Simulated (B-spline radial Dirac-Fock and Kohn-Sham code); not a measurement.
## The free chlorine atom: differential elastic cross section for electrons at 498 eV

Level of theory: relativistic (Dirac) partial waves in the static field of the Dirac-Fock atom with Furness-McCarthy exchange, without polarisation or absorption potentials; a radial atomic solver.

The run's input, task.json:

```json
{"items": [{
  "Z": 17,
  "q": 0,
  "cfg": [[1, 0, 2], [2, 0, 2], [2, 1, 6], [3, 0, 2], [3, 1, 5]],
  "A": 35,
  "rrms": 3.3654,
  "do": "elastic",
  "energies": [[498.0, 0]],
  "theta": [5, 10, 15, 20, 25, 30, 35, 40, 45, 50, 55, 60, 65, 70, 75, 80, 85, 90, 95, 100, 105, 110, 115, 120, 125, 130, 135, 140, 145, 150, 155, 160, 165, 170, 175]
}]}
```

Run with: `python xray2_run.py task.json out`

| θ (°) | dσ/dΩ (a₀²/sr) | Sherman function |
| --- | --- | --- |
| 5 | 33.5 | 0.000 |
| 10 | 17.9 | 0.000 |
| 15 | 7.75 | 0.000 |
| 20 | 3.37 | 0.000 |
| 25 | 1.73 | 0.000 |
| 30 | 1.05 | 0.000 |
| 35 | 0.713 | 0.001 |
| 40 | 0.506 | 0.001 |
| 45 | 0.368 | 0.002 |
| 50 | 0.274 | 0.003 |
| 55 | 0.209 | 0.005 |
| 60 | 0.163 | 0.005 |
| 65 | 0.131 | 0.006 |
| 70 | 0.107 | 0.005 |
| 75 | 0.0903 | 0.004 |
| 80 | 0.0784 | 0.002 |
| 85 | 0.0704 | -0.001 |
| 90 | 0.0658 | -0.004 |
| 95 | 0.0640 | -0.007 |
| 100 | 0.0648 | -0.009 |
| 105 | 0.0680 | -0.011 |
| 110 | 0.0732 | -0.012 |
| 115 | 0.0803 | -0.012 |
| 120 | 0.0889 | -0.012 |
| 125 | 0.0987 | -0.011 |
| 130 | 0.109 | -0.010 |
| 135 | 0.121 | -0.009 |
| 140 | 0.132 | -0.007 |
| 145 | 0.143 | -0.006 |
| 150 | 0.154 | -0.005 |
| 155 | 0.164 | -0.004 |
| 160 | 0.172 | -0.003 |
| 165 | 0.179 | -0.003 |
| 170 | 0.184 | -0.002 |
| 175 | 0.187 | -0.001 |

The total elastic cross section is 7.64 a₀², the first transport cross section 1.65 a₀² and the second, weighted with (3/2) sin²θ, 2.04 a₀². The mean deflection is ⟨1 − cos θ⟩ = 0.215, and 8.4 % of the collisions scatter beyond 90°.

On this grid of angles the cross section has a minimum near 95°, from interference among the few low partial waves with large phase shifts.

Values without a named source are computed, but for edge energies of neutral atoms, which are taken from tables.
